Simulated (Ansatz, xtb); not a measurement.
## CH9BGeOSi: which of two structures lies lower

Structure X is a singlet given by its coordinates and structure Y is `[BH2][Ge@@H]([SiH3])[O]C`, a singlet. Both are isolated molecules in the gas phase, relaxed with PBE-D3(BJ)/def2-SVP; the shapes shown needn't be the lowest conformers.

X (Å):

```csv
atom,x (Å),y (Å),z (Å)
C,1.2558,-1.6650,-0.8071
B,-1.0866,-0.5667,0.0719
Ge,-1.7732,-2.3957,0.7124
O,1.3262,-2.9008,-0.2027
Si,-0.0576,-3.9008,-0.0718
H,-0.5980,0.2124,0.8699
H,-1.3731,-0.1814,-1.0456
H,-1.8992,-2.5673,2.2506
H,-3.1054,-2.8548,0.0577
H,-0.4020,-4.4581,-1.4326
H,0.3649,-5.0183,0.8338
H,0.4818,-0.9691,-0.2801
H,2.2094,-1.1113,-0.6830
H,0.9549,-1.6853,-1.8787
```

Close contacts (Å): C1–O4 1.38, B2–Ge3 2.06, Ge3–Si5 2.41, O4–Si5 1.71, C1–H12 1.17, C1–H13 1.11, C1–H14 1.11, B2–H6 1.22, B2–H7 1.22, B2–H12 1.66, Ge3–H8 1.55, Ge3–H9 1.55, Si5–H10 1.51, Si5–H11 1.50.

Y (Å):

```csv
atom,x (Å),y (Å),z (Å)
C,-2.2271,1.7979,0.9695
B,-0.5375,-0.7133,-2.3371
Ge,-0.4220,0.5627,-0.7505
O,-2.0952,0.9723,-0.1665
Si,0.6722,2.6081,-1.4632
H,-1.5880,-0.9031,-2.9144
H,0.4827,-1.2216,-2.7597
H,0.3888,0.0347,0.4814
H,0.6187,3.6341,-0.3627
H,2.1140,2.3226,-1.7904
H,-0.0033,3.1747,-2.6821
H,-3.3066,1.8768,1.2204
H,-1.7012,1.3912,1.8683
H,-1.8437,2.8347,0.8035
```

Problem. Which of the two would you expect CCSD(T)/def2-SVP + ΔMP2/def2-TZVPP electronic energies to favour?

Solution. Structure X; the calculation gives E(Y) − E(X) = +12.9 kcal/mol.

How the difference moves with the method:

| level | geometry | E(Y) − E(X) (kcal/mol) | departure from the last row (kcal/mol) | job, with rough time for the two |
| --- | --- | --- | --- | --- |
| GFN2-xTB | GFN2-xTB | +20.3 | +7.4 | optimisation, 3.6 s |
| HF/STO-3G | GFN2-xTB | +5.2 | −7.7 | single point, 3.8 s |
| r2SCAN-D4/def2-SVP | GFN2-xTB | +13.4 | +0.5 | single point, 16 s |
| PBE-D3(BJ)/def2-SVP | PBE-D3(BJ)/def2-SVP | +16.6 | +3.7 | optimisation, 4.5 min |
| HF/def2-SVP | PBE-D3(BJ)/def2-SVP | +3.9 | −9.0 | part of the CCSD(T) run |
| MP2/def2-SVP | PBE-D3(BJ)/def2-SVP | +11.4 | −1.5 | part of the CCSD(T) run |
| CCSD(T)/def2-SVP | PBE-D3(BJ)/def2-SVP | +11.0 | −1.9 | single point |
| CCSD(T)/def2-SVP + ΔMP2/def2-TZVPP | PBE-D3(BJ)/def2-SVP | +12.9 |  | single point, 3.3 min |

None of the levels shown reverses the order. The largest departure from CCSD(T)/def2-SVP + ΔMP2/def2-TZVPP is that of HF/def2-SVP, 9.0 kcal/mol. The last row adds to CCSD(T) the change of the MP2 difference between the two basis sets, here +1.9 kcal/mol.

With thermal terms from frequencies at re-optimised GFN2-xTB minima (ideal gas, soft modes damped towards free rotors, one conformer each, 298.15 K, 1 atm): on the last row, ΔE + ΔZPE = +11.2, ΔH = +12.0, ΔG = +10.0 kcal/mol.

The correlated steps freeze 17 core orbitals; the filled d shell of Ge is correlated, in a basis made for valence electrons. Mirror images aren't counted in ΔG. Codes used: Ansatz 0.2.0, xtb 6.7.1; the last row on 2 threads of Intel(R) Xeon(R) Processor @ 2.50GHz (Skylake/Cascade Lake) on a shared host.
